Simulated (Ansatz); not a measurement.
C₅H₈O (SMILES C=C=CCOC), singlet, geometry from GFN2-xTB; R2SCAN/pcseg-1 (Ansatz, a first-principles code).

Input for Ansatz:
Ansatz 0.2 input:
```yaml
crystal:
  periodic: [false, false, false]
  atoms:
    - {symbol: C, position_ang: [3.00285458, 0.77470854, 0.05258034]}
    - {symbol: C, position_ang: [1.90277214, 0.12088249, -0.13782504]}
    - {symbol: C, position_ang: [0.79781394, -0.52260812, -0.35063619]}
    - {symbol: C, position_ang: [-0.55469480, 0.12641237, -0.42552056]}
    - {symbol: O, position_ang: [-1.44445459, -0.58858449, 0.40473625]}
    - {symbol: C, position_ang: [-2.73910169, -0.05359244, 0.40857366]}
    - {symbol: H, position_ang: [3.58179919, 1.16655381, -0.76875290]}
    - {symbol: H, position_ang: [3.39504445, 0.94727267, 1.04201493]}
    - {symbol: H, position_ang: [0.79264146, -1.59716386, -0.46844613]}
    - {symbol: H, position_ang: [-0.49479847, 1.18012663, -0.11130676]}
    - {symbol: H, position_ang: [-0.91989893, 0.10200146, -1.46861966]}
    - {symbol: H, position_ang: [-2.74392253, 0.97991137, 0.77897544]}
    - {symbol: H, position_ang: [-3.33280049, -0.67888235, 1.07231318]}
    - {symbol: H, position_ang: [-3.18029288, -0.06596063, -0.59710115]}
basis:
  gaussian:
    orbitals: pcseg-1.json
hamiltonian:
  xc: r2scan
```
The basis file holds pcseg-1 in the JSON format of the Basis Set Exchange.

Output, abridged:

```
Functional definition: r2SCAN
1408 factors; their error is unknown
mean field evaluation 1: about -7343.9798 eV, gradient 6.3e1 eV
mean field evaluation 2: about -7340.5521 eV, gradient 7.5e1 eV
mean field evaluation 4: about -7354.2238 eV, gradient 3.7e0 eV
mean field evaluation 8: about -7354.2629 eV, gradient 1.6e-1 eV
mean field evaluation 16: about -7354.1670 eV, gradient 1.0e-3 eV
mean field -7354.16704075 eV, -270.2606539141 hartree, gradient 8.3e-6 eV, S^2 0.000000; 0 other end points of the search recorded, 0 dependent functions left out
reference -7354.16705323 eV, -270.2606543727 hartree; 23, 23 occupied and 101, 101 virtual orbitals, 1408 factors
Total energy: -7354.16705323 eV, -270.2606543727 hartree
```
